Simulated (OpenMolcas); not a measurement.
# Ti2+: effect of the metal basis and ligand basis

Ti2+ with 6 ligands (fluoride) in octahedral coordination (Oh) at 2.17 Å. A charge of +0.667 e stands 3.2 Å behind each ligand.

* Program: OpenMolcas
* Method: SS-CASPT2, IPEA 0.25 Eh, imaginary shift 0.1 Eh (closed shells correlated: 3s 3p and the ligand valence shells)
* Spin-orbit coupling: state interaction with AMFI integrals over the reference wave functions

Fixed: active space 2 electrons in 5 orbitals (3d), DKH2 Hamiltonian.

States (labels of O, the rotations of Oh). Energies in cm-1 above the lowest state or level, χT in cm3 K/mol; under a threefold ground state the first gap can be a small split of the lowest multiplet, not the spin-orbit step; 10Dq and B are least-squares fits to the states below 45000 cm-1, weighted by degeneracy, with a free offset, and given where the rms deviation is under 5 % of |10Dq| (or 100 cm-1) and under 700 cm-1.

```json
{"Run": "A", "Metal basis": "ANO-RCC-VDZP", "Ligand basis": "ANO-RCC-VDZP", "Ground state": "3T1", "First state of that spin": "3T2 9400", "10Dq": "10785", "B (rms of fit)": "688 (288)", "First gap with spin-orbit (degeneracies)": "3 (2, 3)", "χT at 300 K": "1.100", "First state of another spin": "1T2 9440", "Cost": "roughly 40 core-seconds"}
{"Run": "B", "Metal basis": "ANO-RCC-VTZP", "Ligand basis": "ANO-RCC-VDZP", "Ground state": "3T1", "First state of that spin": "3T2 9240", "10Dq": "10637", "B (rms of fit)": "686 (291)", "First gap with spin-orbit (degeneracies)": "3 (2, 3)", "χT at 300 K": "1.101", "First state of another spin": "1T2 8870", "Cost": "roughly 90 core-seconds"}
{"Run": "C", "Metal basis": "ANO-RCC-VTZP", "Ligand basis": "ANO-RCC-VTZP", "Ground state": "3T1", "First state of that spin": "3T2 8340", "10Dq": "8826", "B (rms of fit)": "690 (362)", "First gap with spin-orbit (degeneracies)": "3 (2, 3)", "χT at 300 K": "1.103", "First state of another spin": "1T2 8630", "Cost": "roughly 6 core-minutes"}
```

Against A, |10Dq| changes by -1.4 % in B, -18.2 % in C.

Costs are those of the CASPT2 steps.

Roots that are degenerate in the reference are averaged as groups; the widest CASPT2 spread within a group is 110 cm-1 (the 3-fold group of multiplicity 3 near 8340 cm-1 above the lowest state of its run, C). Shifts and gaps below about the spread of the groups concerned are not significant. Over all roots computed the reference weight is 0.71 to 0.72 in A, 0.70 to 0.72 in B, 0.68 to 0.70 in C; a low but even weight reflects the number of correlated electrons. An orbital triplet at a regular site is open to Jahn-Teller coupling, which can distort the site and quench the lowest spin-orbit gaps and is left out. Ligand-to-metal charge-transfer states are missing. With no ligand orbital active B as a rule stays too high, so bands that hang on it stand too high and its fall with covalency is understated. With one d shell and no ligand orbital active, 10Dq can be off by tens of per cent for divalent 3d ions, low with halides held by bare charges and at times high in hosts. Free-ion shares, where given, are those of the reference states; single-state CASPT2 does not remix them. No measured value stands beside these numbers; the geometry was imposed, not optimised, and the real ion may take another.
